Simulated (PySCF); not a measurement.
Compound: CH7B2FN2.
Z-matrix (Å and degrees, PBE0-D3(BJ)/def2-SVP geometry), rows numbered from 1:
```
B 
N   1  1.4011
C   2  1.4585  1  120.92
B   2  1.4591  1  122.78  3  -179.97
N   4  1.3958  2  124.87  1     0.22
F   4  1.3447  2  116.57  1  -179.70
H   1  1.2100  2  120.02  3    -0.08
H   1  1.2112  2  120.04  3   179.93
H   3  1.1008  2  111.33  1   120.10
H   3  1.1008  2  111.33  1  -120.23
H   3  1.0973  2  109.65  1    -0.08
H   5  1.0089  4  123.05  2     0.67
H   5  1.0096  4  121.41  2   179.44
```

The closed-shell ground state was solved at several levels (PySCF, density fitting, gas phase, non-relativistic).

| level | basis functions | total energy (Eh) | HOMO (eV) | LUMO (eV) | gap (eV) | dipole (D) |
| --- | --- | --- | --- | --- | --- | --- |
| LC-wPBE/pcSseg-1 | 137 | -301.3217 | -10.42 | 1.95 | 12.37 | 0.83 |
| PBE0/IGLO-III | 280 | -301.3172 | -7.66 | -0.53 | 7.13 | 0.79 |
| PBE0/def2-TZVP | 228 | -301.3084 | -7.65 | -0.43 | 7.22 | 0.83 |
| B3LYP/pcSseg-1 | 137 | -301.5242 | -7.38 | -0.55 | 6.83 | 0.87 |
| BHandHLYP/pcSseg-1 | 137 | -301.3569 | -8.85 | 0.69 | 9.54 | 0.84 |
| wB97X-D/pcSseg-1 | 137 | -301.4161 | -9.52 | 1.54 | 11.06 | 0.83 |
| B97-2/pcSseg-1 | 137 | -301.4021 | -7.37 | -0.33 | 7.04 | 0.84 |
| CAM-B3LYP/pcSseg-1 | 137 | -301.3848 | -9.00 | 0.77 | 9.77 | 0.85 |
| PBE0/pcSseg-1 | 137 | -301.1604 | -7.64 | -0.34 | 7.30 | 0.85 |
| mPW1PW91/pcSseg-1 | 137 | -301.4307 | -7.67 | -0.33 | 7.34 | 0.84 |
| PBE0/6-31G | 68 | -301.1104 | -7.42 | 0.02 | 7.44 | 0.97 |

(1) What might PBE0/pcSseg-0 (68 basis functions) give for the same quantities?

(2) Over all these levels, which gives the widest orbital gap and which the narrowest?

(3) How much does the basis alone move the frontier levels among the 5 PBE0 rows (the withheld one included)?

(4) In the pcSseg-1 basis, how does the gap go with the fixed share of exact exchange?

(5) How far do the dipole and the HOMO energy spread over the levels?

## Answers

(1) Total energy -300.5245 Eh, HOMO -7.61 eV, LUMO -0.12 eV, gap 7.49 eV, dipole 0.97 D.

(2) LC-wPBE/pcSseg-1 (range-separated hybrid) has the widest, 12.37 eV, and B3LYP/pcSseg-1 (global hybrid, 20 % exact exchange) the narrowest, 6.83 eV. The two share the basis. From the narrowest to the widest the HOMO moves by -3.04 eV and the LUMO by +2.50 eV.

(3) The HOMO by 0.24 eV and the LUMO by 0.55 eV. By rising basis size (HOMO, LUMO in eV): 6-31G -7.42, 0.02; pcSseg-0 -7.61, -0.12; pcSseg-1 -7.64, -0.34; def2-TZVP -7.65, -0.43; IGLO-III -7.66, -0.53.

(4) B3LYP (20 %) 6.83 eV; B97-2 (21 %) 7.04 eV; PBE0 (25 %) 7.30 eV; mPW1PW91 (25 %) 7.34 eV; BHandHLYP (50 %) 9.54 eV. Each rise in the share widens the gap here.

(5) The dipole runs from 0.79 to 0.97 D (mean 0.86 D) and the HOMO from -10.42 to -7.37 eV.

One conformer stands for the species.

wB97X-D is run here without its empirical dispersion term; that term would change no orbital, density or response property at a fixed geometry.
